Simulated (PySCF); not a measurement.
One of the candidates below gave these computed data.

All candidates are C6H8O2.

- UV, first state: lowest singlet excitation: 4.12 eV (301 nm, f = 0.002) [TDDFT PBE0/def2-SVPD]
- UV, strongest line: among the 8 lowest singlet transitions: S2 at 4.91 eV (253 nm, f = 0.014) [TDDFT PBE0/def2-SVPD]
- Triplet: lowest triplet excitation (Tamm–Dancoff): 3.09 eV [TDA PBE0/def2-SVPD]
- Rotational structure: rotational constants A, B, C: 4.528, 1.537, 1.256 GHz [GFN2-xTB]
- Polarisability: 74.8 au [PBE0/def2-SVPD]
- Dipole: 0.60 D [PBE0/def2-SVPD]

Electronic properties: PySCF, gas phase, density fitting. Levels stand in brackets. The structure is a single GFN2-xTB conformer in the gas phase; no vibrational or solvent corrections.

Problem. Which candidate is it?
A. `CCC1=COC=CO1`
B. `O=COCC1=CCC1`
C. `C=C(/C=C/C)C(=O)O`
D. `C=CCC(=O)OC=C`
E. `COC(=O)C=C1CC1`

Solution. A. It is `CCC1=COC=CO1`. Numbering: `[CH3:1][CH2:2][C:3]1=[CH:4][O:5][CH:6]=[CH:7][O:8]1`. Its formula, C6H8O2, gives 3 degrees of unsaturation: 1 ring and 2 π bonds in the structure found. The optimised geometry has point group C1 and is an asymmetric top.

The others, at the same levels:
- `O=COCC1=CCC1` fails: its computed lowest singlet excitation is 5.92 eV (209 nm, f = 0.001) (against 4.12 eV), lowest triplet excitation (Tamm–Dancoff) is 4.32 eV (against 3.09 eV) and smallest rotational constant is 1.183 GHz (against 1.256 GHz).
- `C=CCC(=O)OC=C` fails: its computed lowest singlet excitation is 5.78 eV (214 nm, f = 0.001) (against 4.12 eV), lowest triplet excitation (Tamm–Dancoff) is 4.23 eV (against 3.09 eV) and strongest line among the 8 lowest singlet transitions is S2 at 6.23 eV (199 nm, f = 0.269) (against S2 at 4.91 eV).
- `COC(=O)C=C1CC1` fails: its computed lowest singlet excitation is 4.89 eV (254 nm, f = 0.000) (against 4.12 eV), lowest triplet excitation (Tamm–Dancoff) is 3.85 eV (against 3.09 eV) and static isotropic polarisability is 80.6 au (against 74.8 au).
- `C=C(/C=C/C)C(=O)O` fails: its computed lowest singlet excitation is 4.75 eV (261 nm, f = 0.157) (against 4.12 eV), static isotropic polarisability is 85.1 au (against 74.8 au) and rotational constant A is 3.730 GHz (against 4.528 GHz).

Each candidate is one conformer, not necessarily the lowest. Dipoles, sizes and rotational constants follow the conformer. The torsions of the flexible species, by atom-mapped SMILES:
- `[CH3:1][CH2:2][C:3]1=[CH:4][O:5][CH:6]=[CH:7][O:8]1`: C1–C2–C3–C4 106°
- `[O:1]=[CH:2][O:3][CH2:4][C:5]1=[CH:6][CH2:7][CH2:8]1`: O1–C2–O3–C4 -2°, C2–O3–C4–C5 -81°, O3–C4–C5–C6 -2°
- `[CH2:1]=[CH:2][CH2:3][C:4](=[O:5])[O:6][CH:7]=[CH2:8]`: C1–C2–C3–C4 -124°, C2–C3–C4–O5 -12°, C3–C4–O6–C7 180°, C4–O6–C7–C8 -178°
- `[CH3:1][O:2][C:3](=[O:4])[CH:5]=[C:6]1[CH2:7][CH2:8]1`: C1–O2–C3–O4 0°, O2–C3–C5–C6 180°
- `[CH2:1]=[C:2](/[CH:3]=[CH:4]/[CH3:5])[C:6](=[O:7])[OH:8]`: C1–C2–C3–C4 -175°, C1–C2–C6–O7 -150°, H–O8–C6–C2 -179°
